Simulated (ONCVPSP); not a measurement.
## Cutoff test, Tl, ONCV

```json
{"Element": "thallium", "Generator": "ONCVPSP 4.0.1", "Type": "optimised norm-conserving Vanderbilt (ONCV)", "Functional": "PBEsol", "Relativity": "scalar-relativistic", "Frozen core": "[Kr] 4d10 4f14", "Valence charge": "21", "Reference configuration": "5s2 5p6 5d10 6s1 (charge +2)", "Partial waves": "5s+6s: rc 1.25 bohr, ncon 4, nbas 9, qcut 9.3 1/bohr, 3 projectors, debl 2.6 Ha; 5p: rc 1.60 bohr, ncon 3, nbas 6, qcut 7.5 1/bohr, 2 projectors, debl 3.1 Ha; 5d: rc 1.20 bohr, ncon 4, nbas 8, qcut 7.6 1/bohr, 1 projector", "Local potential": "polynomial inside 1.15 bohr (lpopt 5, dvloc0 1 Ha)", "Core correction": "Teter function, fcfact 3.75, rcfact 1.4"}
```

In the p channel the program set the typed energies aside and used -3.456, 0.250 Ha.

For each optimised wave give the share of its norm inside rc, the residual kinetic energy above qcut (Ha) and the cutoffs (Ha) for errors of 10, 1, 0.1 and 0.01 mHa per electron.

| wave | norm inside rc | residual KE | 10 mHa | 1 mHa | 0.1 mHa | 0.01 mHa |
| --- | --- | --- | --- | --- | --- | --- |
| 5s | 0.902 | 3.3e-05 | 29.2 | 35.4 | 40.3 | 98.3 |
| 6s | 0.064 | 2.4e-05 | 26.3 | 33.9 | 39.7 | 55.3 |
| s projector 3 | 0.027 | 2.3e-05 | 24.8 | 33.3 | 39.6 | 50.5 |
| 5p | 0.944 | 2.6e-06 | 14.0 | 17.4 | 20.2 | 23.0 |
| p projector 2 | 0.048 | 7.3e-06 | 10.9 | 14.4 | 17.3 | 26.8 |
| 5d | 0.429 | 2.1e-04 | 18.3 | 22.7 | 59.6 | 154.4 |

The occupied waves need 35 Ha and 60 Ha for 1 and 0.1 mHa.
